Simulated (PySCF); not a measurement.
H₄Al (SMILES [AlH4-]), charge -1, singlet, at a GFN2-xTB geometry (such geometries of metal compounds can be far from the true shape).

Input for PySCF:
```python
from pyscf import gto, scf, dft, tdscf

mol = gto.M(
    atom='''
Al    0.00000000    0.00000000    0.00000000
H     1.18053819   -0.18487477    1.10520713
H    -1.20484790    0.89002915    0.63680575
H    -0.57385632   -1.46106504   -0.43047623
H     0.59816603    0.75591066   -1.31153666
''',
    basis='6-31g',
    charge=-1,
    verbose=4,
)

mf = dft.RKS(mol)
mf.xc = 'camb3lyp'
mf.kernel()
td = mf.TDA()
td.nstates = 5
td.singlet = False
td.kernel()
td.analyze()
```

Question: What does this run give for the excitation energies found, lowest excitation energy found, total energy, nuclear repulsion energy?

Answer: 
| Property | Value |
|---|---|
| excitation energies found | 7.16, 7.26, 7.26, 7.26, 7.61 eV |
| lowest excitation energy found | 7.16 eV |
| total energy | -244.798023 Ha |
| nuclear repulsion energy | 18.1004 Eh |
